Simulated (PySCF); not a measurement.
C5H9ClO.
Bonds: C1–C2, C2–C3, C3–C4, C4–C5, C5–O6 (double), C5–Cl7. Hydrogens: H8, H9, H10 on C1; H11, H12 on C2; H13, H14 on C3; H15, H16 on C4.

Torsions of this conformer, `[CH3:1][CH2:2][CH2:3][CH2:4][C:5](=[O:6])[Cl:7]`: C1–C2–C3–C4 179°, C2–C3–C4–C5 180°, C3–C4–C5–O6 -1°.

The closed-shell ground state was solved at several levels (PySCF, density fitting, gas phase, non-relativistic). Isolated species at its PBE0-D3(BJ)/def2-SVP geometry (one conformer only).

| level | basis functions | total energy (Eh) | HOMO (eV) | LUMO (eV) | gap (eV) | dipole (D) |
| --- | --- | --- | --- | --- | --- | --- |
| PBE0/def2-TZVP | 277 | -731.0357 | -8.46 | -0.92 | 7.54 | 3.06 |
| PBE0/def2-SVP | 147 | -730.5807 | -8.37 | -0.74 | 7.63 | 2.90 |
| PBE0/aug-cc-pVDZ | 246 | -730.9622 | -8.50 | -1.00 | 7.50 | 3.12 |
| PBE0/cc-pVDZ | 147 | -730.9430 | -8.32 | -0.69 | 7.63 | 2.97 |

Problem. What might PBE0/pcSseg-0 (85 basis functions) give for the same quantities?

Solution. Total energy -729.7605 Eh, HOMO -8.66 eV, LUMO -1.11 eV, gap 7.55 eV, dipole 3.27 D.

Problem. How much does the basis alone move the frontier levels among the 5 PBE0 rows (the withheld one included)?

Solution. The HOMO by 0.34 eV and the LUMO by 0.42 eV. By rising basis size (HOMO, LUMO in eV): pcSseg-0 -8.66, -1.11; def2-SVP -8.37, -0.74; cc-pVDZ -8.32, -0.69; aug-cc-pVDZ -8.50, -1.00; def2-TZVP -8.46, -0.92.

Problem. How far do the dipole and the HOMO energy spread over the levels?

Solution. The dipole runs from 2.90 to 3.27 D (mean 3.06 D) and the HOMO from -8.66 to -8.32 eV.
